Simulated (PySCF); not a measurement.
A species of formula C3H4Cl2OSi has this rotational fingerprint, computed with PBE0-D3(BJ)/def2-SVP geometry optimisation, gas phase (PySCF):

```
Rotational constants : A = 1767, B = 973.3, C = 813.3 MHz
Dipole components    : |μa| = 0.84 D, |μb| = 0.12 D, |μc| = 0.92 D
Inertial defect      : -183.87 u·Å²
κ                    : -0.66
```

Task: Which candidate fits, each taken in the one conformer that was computed?
A. `[CH:1]#[C:2][Si@@H:3]([OH:4])[CH:5]([Cl:6])[Cl:7]` with C2–Si3–O4–H 70°, C2–Si3–C5–Cl6 -71°
B. `[CH3:1][C:2](=[C:3]=[O:4])[SiH:5]([Cl:6])[Cl:7]` with C1–C2–Si5–Cl6 60°

Result: B. It is CC(=C=O)[SiH](Cl)Cl, an asymmetric top. The candidates at the same level (rigid rotor, commonest isotopes):

| SMILES | A (MHz) | B (MHz) | C (MHz) | μa (D) | μb (D) | μc (D) | Δ (u·Å²) | point group | rotor |
| --- | --- | --- | --- | --- | --- | --- | --- | --- | --- |
| C#C[Si@@H](O)C(Cl)Cl | 2025 | 986.7 | 849.4 | 1.51 | 1.21 | 0.99 | -166.85 | C1 | asymmetric top |
| CC(=C=O)[SiH](Cl)Cl | 1767 | 973.3 | 813.3 | 0.84 | 0.12 | 0.92 | -183.87 | near Cs | asymmetric top |

`C#C[Si@@H](O)C(Cl)Cl` has A 15 % too high. No structure here is proved a minimum.
